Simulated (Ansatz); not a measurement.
Input and output for CuH4NO, SMILES `[NH3+][Cu-][OH]`.

```yaml
crystal:
  periodic: [false, false, false]
  atoms:
    - {symbol: N, position_ang: [-1.047579, 0.623265, -0.200689]}
    - {symbol: Cu, position_ang: [0.643645, -0.261160, 0.032270]}
    - {symbol: O, position_ang: [2.262573, -0.991833, 0.166044]}
    - {symbol: H, position_ang: [-1.796063, -0.042421, -0.364973]}
    - {symbol: H, position_ang: [-1.020579, 1.253924, -0.996215]}
    - {symbol: H, position_ang: [-1.298276, 1.172335, 0.615485]}
    - {symbol: H, position_ang: [2.256290, -1.754100, 0.748077]}
basis:
  gaussian: {orbitals: def2-mTZVP, point_charges: [{charge: -1.00, position_ang: [6.063, 0.277, 0.422]}]}
total_charge: 1
magnetization: {spin_polarized: true, initial_magnetization: 1}
hamiltonian: {xc: {name: HF}, pseudopotentials: {relativity: scalar}}
correlation: {method: mp2}
scf: {lower_state_search: full}
output: {forces: true}
```

```sh
$ ansatz run in.yaml --threads 4 --pin off --events-out ev --progress --plain --max-ram 10444MiB
```

Output, abridged:

```
Functional definition: HF
867 factors; integrals over basis functions are off by at most 1.0e-3 eV
mean field evaluation 1: about -48478.3467 eV, gradient 8.5e1 eV
mean field evaluation 2: about -48478.4233 eV, gradient 8.4e1 eV
mean field evaluation 4: about -48491.3521 eV, gradient 1.1e1 eV
mean field evaluation 8: about -48491.7887 eV, gradient 9.1e-1 eV
mean field evaluation 16: about -48491.8103 eV, gradient 2.9e-6 eV
mean field -48492.20396591 eV, -1782.0556265507 hartree, gradient 2.8e-6 eV, S^2 0.763213; 18 other end points of the search recorded, 0 dependent functions left out
7 core orbitals not correlated: weight in the atoms' cores, before any rotation towards them, 1.000 or more for the frozen orbitals, at most 0.000 for the correlated occupied ones
reference -48492.20396591 eV, -1782.0556265507 hartree; 17, 16 occupied and 64, 65 virtual orbitals, 867 factors
second order -21.99102762 eV of doubles, -0.00000000 eV of singles
Total energy: -48514.19499353 eV, -1782.8637819098 hartree
Relativity: scalar
Atom 0 at    -1.047579     0.623265    -0.200689 Å, force     0.184422    -0.073074    -0.030250 eV/Å
Atom 1 at     0.643645    -0.261160     0.032270 Å, force     2.357753    -0.904198     0.237842 eV/Å
Atom 2 at     2.262573    -0.991833     0.166044 Å, force    -2.079073     1.262060    -0.651447 eV/Å
Atom 3 at    -1.796063    -0.042421    -0.364973 Å, force    -0.310592    -0.058604    -0.058586 eV/Å
Atom 4 at    -1.020579     1.253924    -0.996215 Å, force    -0.135570     0.241257    -0.198965 eV/Å
Atom 5 at    -1.298276     1.172335     0.615485 Å, force    -0.180480     0.215285     0.168278 eV/Å
Atom 6 at     2.256290    -1.754100     0.748077 Å, force     0.394822    -0.695094     0.526454 eV/Å
Dipole moment:    -1.307808     0.514133     0.009860 e Å
```

Run time 5.5 s (4 threads of an Arm Neoverse V1 on a shared host); peak host memory 0.35 GiB.
